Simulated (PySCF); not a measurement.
Run record: geometry optimisation, `[GeH3][GeH2][C]1CC=1`.

Computed with PBE0-D3(BJ)/def2-SVP geometry optimisation, gas phase (PySCF 2.14.0). Start geometry: GFN2-xTB. A driver script takes a list of jobs; this job's settings line and coordinates (Å) are shown.

Input:
```
{"job": {"xc": "PBE0", "basis": "def2-SVP", "d3": "d3bj", "grid": 1, "kind": "geom"}, "charge": 0, "multiplicity": 1}
Ge    -2.363527    -0.084271     0.449423
Ge    -0.554980    -0.603818    -1.008433
C      1.092885     0.138893    -0.383754
C      2.110678     0.953514    -0.441273
C      2.063179     0.110859     0.784176
H     -2.050284     1.034889     1.396249
H     -3.608120     0.345390    -0.266981
H     -2.781711    -1.232495     1.317967
H     -0.330965    -2.091062    -1.120182
H     -0.767570    -0.115597    -2.419376
H      2.661515     1.710102    -0.945006
H      2.745371    -0.726086     0.888785
H      1.779142     0.560169     1.730677
```

Task: Give the output.

Result: 
```
step   0  E = -4271.77130680  max force = 0.014668
step   1  E = -4271.77638517  max force = 0.004304
step   2  E = -4271.77678820  max force = 0.001092
step   3  E = -4271.77680634  max force = 0.000819
step   4  E = -4271.77683519  max force = 0.000903
step   5  E = -4271.77686160  max force = 0.000976
step   6  E = -4271.77693221  max force = 0.002378
step   7  E = -4271.77701831  max force = 0.002850
step   8  E = -4271.77723626  max force = 0.003316
step   9  E = -4271.77731645  max force = 0.002529
step  10  E = -4271.77746520  max force = 0.001603
step  11  E = -4271.77753620  max force = 0.001597
step  12  E = -4271.77756538  max force = 0.001231
step  13  E = -4271.77760237  max force = 0.000817
step  14  E = -4271.77762096  max force = 0.000727
step  15  E = -4271.77763558  max force = 0.000816
step  16  E = -4271.77764206  max force = 0.000542
step  17  E = -4271.77764643  max force = 0.000231
optimisation converged
```

Energies in Eh; «max force» is the largest Cartesian gradient component in Eh/bohr.

Task: Give the first gradient maximum in eV/Å.

Result: With 1 Eh/bohr = 51.422 eV/Å, 0.754 eV/Å.

Task: How much energy does the optimisation release, in kcal/mol?

Result: E(step 0) − E(last step) = 0.006340 Eh, which is 4.0 kcal/mol.

Summary of the converged run: final energy -4271.77765 Eh after 17 steps; dipole 0.45 D.

Task: Give the final coordinates.

Result: 0.517 Å rms from the input after alignment:
```
atom  x, y, z in Å
Ge1   -2.1153   -0.1373    0.2494
Ge2   -0.1188   -0.5274   -1.0658
C3     1.3914    0.1922   -0.1307
C4     2.3276    1.0890    0.0122
C5     2.2785    0.0698    1.0939
H6    -2.3634    1.3752    0.3955
H7    -3.3391   -0.7750   -0.4351
H8    -1.9620   -0.7504    1.6531
H9     0.1005   -2.0401   -1.2577
H10   -0.2344    0.1484   -2.4451
H11    2.8243    1.9806   -0.3634
H12    3.0334   -0.7313    1.1343
H13    1.8782    0.3364    2.0852
```

The run took 2.0 min wall on one thread of an Arm Neoverse V2, no GPU, shared host with 64 logical CPUs at a one-minute load of 42, and the process peaked at 0.73 GiB of memory.
Labels such as C1 count atoms from 1, the log's own numbers from 0.
